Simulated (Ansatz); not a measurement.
Mulliken charges of BClH$_{5}$NOSi, SMILES `NBO[SiH2]Cl` from PBE/def2-TZVPP in Ansatz (PBE0-D4/def2-TZVP geometry).

```tsv
atom	x (Å)	y (Å)	z (Å)	charge (e)
N1	-0.678	1.377	1.521	-0.275
B2	-0.293	0.205	0.878	0.132
O3	0.292	0.287	-0.367	-0.287
Si4	0.746	-0.878	-1.411	0.476
Cl5	-0.854	-1.473	-2.549	-0.225
H6	-1.104	1.380	2.430	0.176
H7	-0.562	2.287	1.108	0.169
H8	-0.462	-0.859	1.409	-0.040
H9	1.754	-0.303	-2.322	-0.059
H10	1.243	-2.074	-0.695	-0.068
```

Question: By hand: the dipole of these point charges (1 e Å = 4.8032 D).

Answer: Σ q r = (0.152, 0.302, 0.448) e Å, of length 0.561 e Å = 2.69 D.

Question: How does the dipole of the full density compare? (Estimate.)

Answer: Computed: (0.052, 0.317, 0.359) e Å, 2.31 D; the point charges give 1.16 times that, at 12° from its direction.

Point charges leave out the atoms' own dipoles, such as those of lone pairs, and Mulliken's split depends on the basis, so the two needn't agree.
